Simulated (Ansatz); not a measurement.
One geometry of MoOCl4 (MoCl4O), several levels of theory.

```yaml
crystal:
  periodic: [false, false, false]
  atoms:
    - {symbol: Mo, position_ang: [0.000057, -0.000286, 0.084574]}
    - {symbol: O, position_ang: [0.001058, -0.005934, 1.748024]}
    - {symbol: Cl, position_ang: [2.245304, 0.014150, -0.458215]}
    - {symbol: Cl, position_ang: [-0.012825, 2.246364, -0.451893]}
    - {symbol: Cl, position_ang: [-2.245877, -0.011040, -0.455395]}
    - {symbol: Cl, position_ang: [0.012293, -2.243256, -0.467085]}
basis:
  gaussian: {orbitals: def2-TZVP, initial_orbitals: start.molden}
hamiltonian: {xc: pbe0, dispersion: d4}
scf: {omitted_lower_state_checks: [starts]}
output: {forces: true, orbitals: {seedname: orbitals}}
```

The file start.molden holds the orbitals of an earlier run on this structure, at another level or in another basis.

```sh
$ ansatz run in.yaml --threads 2 --pin off --events-out ev --progress --plain --max-ram 32768MiB --backend cpu
```

Shortened log:

```
Functional definition: PBE0
1601 factors; their error is unknown
mean field evaluation 1: about -53978.3569 eV, gradient 2.1e2 eV
mean field evaluation 2: about -53982.4099 eV, gradient 5.4e0 eV
mean field evaluation 4: about -53982.7313 eV, gradient 3.0e-1 eV
mean field evaluation 8: about -53982.7316 eV, gradient 1.2e-5 eV
mean field -53982.73158898 eV, -1983.8287950852 hartree, gradient 1.2e-5 eV, S^2 0.000000; 0 other end points of the search recorded, 0 dependent functions left out
reference -53982.73162770 eV, -1983.8287965083 hartree; 45, 45 occupied and 174, 174 virtual orbitals, 1601 factors
Total energy: -53983.00978358 eV, -1983.8390185484 hartree
Atom 0 at     0.000057    -0.000286     0.084574 Å, force     0.000730    -0.004745     1.379782 eV/Å
Atom 1 at     0.001058    -0.005934     1.748024 Å, force    -0.000832     0.006039    -1.756497 eV/Å
Atom 2 at     2.245304     0.014150    -0.458215 Å, force    -0.630370    -0.003954     0.093943 eV/Å
Atom 3 at    -0.012825     2.246364    -0.451893 Å, force     0.003459    -0.630555     0.092806 eV/Å
Atom 4 at    -2.245877    -0.011040    -0.455395 Å, force     0.630447     0.003278     0.092954 eV/Å
Atom 5 at     0.012293    -2.243256    -0.467085 Å, force    -0.003434     0.629937     0.097012 eV/Å
Dipole moment:    -0.000058     0.000190    -0.057490 e Å
Checks for a lower state left out: starts
```

Hardware: 2 threads of AMD EPYC 7R13 on a shared host. Wall time 11 s, peak host memory 0.83 GiB.

The first input with `hamiltonian: {xc: pbe}`, `correlation: {method: rpa}` and without the key `output` (abridged; 10 s):

```
Functional definition: PBE
mean field -53981.18705791 eV, -1983.7720346155 hartree, gradient 2.8e-6 eV, S^2 0.000000
21 core orbitals not correlated: weight in the atoms' cores, before any rotation towards them, 1.000 or more for the frozen orbitals, at most 0.000 for the correlated occupied ones
Total energy: -53952.75359497 eV, -1982.7271241253 hartree
Checks for a lower state left out: starts
```

As the first input, with `gaussian: {orbitals: def2-SVP, initial_orbitals: start.molden}`, `hamiltonian: {xc: pbe, dispersion: d4}`, `output: {orbitals: {seedname: orbitals}}` (abridged; 2.1 s):

```
Functional definition: PBE
mean field -53960.84799597 eV, -1983.0245878755 hartree, gradient 4.8e-5 eV, S^2 0.000000
Total energy: -53961.17035946 eV, -1983.0364345154 hartree
Checks for a lower state left out: starts
```

As the first input, with `hamiltonian: {xc: r2scan, dispersion: d4}`, `output: {orbitals: {seedname: orbitals}}` (abridged; 9 s):

```
Functional definition: r2SCAN
mean field -53999.39260823 eV, -1984.4410762495 hartree, gradient 2.1e-5 eV, S^2 0.000000
Total energy: -53999.46605709 eV, -1984.4437754453 hartree
Checks for a lower state left out: starts
```

Geometry: PBE-D4/def2-SVP.

In the def2 sets Mo takes a core potential; there is no spin–orbit coupling. Correlated methods freeze 21 core orbitals; core or outer-core shells of Mo are correlated, in sets that lack core-valence functions. The restricted singlet is unstable towards broken spin symmetry in Hartree–Fock (as tested in another run); at PBE0-D4/def2-TZVP, PBE-D4/def2-SVP, r2SCAN-D4/def2-TZVP this wasn't settled.
